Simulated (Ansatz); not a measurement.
mer-ScBr3(H2O)3 (ScBr₃O₃H₆). The state is a singlet with charge 0. Geometry PBE0-D4/def2-SVP; atoms count from 1.

```xyz
13

Br   -0.2582    2.3187    0.1988
Br    0.3361   -2.6357    0.4319
Br    1.8673   -0.1048   -2.1179
O    -1.5846   -0.3133    1.0959
O    -1.2893   -0.0038   -1.8628
O     1.7628    0.1387    1.2584
Sc    0.1961   -0.2024   -0.2368
H    -1.7051    0.4804    1.6364
H    -1.5676   -1.1027    1.6562
H    -0.7277    0.0268   -2.6560
H    -1.6544    0.8907   -1.7674
H     2.1494    1.0212    1.1595
H     2.4753   -0.5138    1.2039
```

Q: Estimate the Mulliken populations from the PBE0/def2-TZVP orbitals of Ansatz.

A: 
```tsv
atom	charge (e)	d electrons
Br1	-0.50	–
Br2	-0.46	–
Br3	-0.43	–
O4	-0.57	–
O5	-0.55	–
O6	-0.56	–
Sc7	0.83	1.34
H8	0.37	–
H9	0.37	–
H10	0.37	–
H11	0.37	–
H12	0.38	–
H13	0.38	–
```
Mulliken values depend strongly on the basis.

Q: And the Mayer bond orders between heavy atoms (over 0.3)?

A: Br1–Sc7 0.82 (2.60 Å); Br2–Sc7 0.91 (2.53 Å); Br3–Sc7 0.95 (2.52 Å); O4–Sc7 0.32 (2.23 Å); O5–Sc7 0.38 (2.21 Å); O6–Sc7 0.35 (2.19 Å).
